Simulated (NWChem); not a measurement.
System: C2H6FGa; SMILES [CH3][Ga]([F])[CH3]

Results from NWChem. Pople sets run with spherical d functions. Structure relaxed at the PBE-D3(BJ)/def2-SVP level. Hybrids' shares of exact exchange are those that their runs print; pure functionals count as 0. The functionals differ in more than this share.

```
row               share of exact exchange  orbital gap (eV)
----------------  -----------------------  ----------------
PBE/6-31G*                           0.00              5.16
HCTH/407/6-31G*                      0.00              5.32
B3LYP/6-31G*                         0.20              6.75
PW6B95/6-31G*                        0.28          withheld
BHandHLYP/6-31G*                     0.50              9.18
```

Question: Fit a straight line of the last column on the one before it, predict the withheld value, and compare with the run.

Answer: 
1. Means of the 4 shown rows: x = 0.175, y = 6.603. Slope Σ(x − x̄)(y − ȳ)/Σ(x − x̄)² = 1.318/0.1675 = 7.870; intercept 5.225.
2. The shown rows scatter about the line by 0.063 (root mean square); the largest residual is +0.10, at HCTH/407/6-31G*.
3. At x = 0.28 (PW6B95/6-31G*; inside the shown range) the line gives 7.43.
4. The run gives 7.34, -0.09 from the line, 1.4 times the scatter.
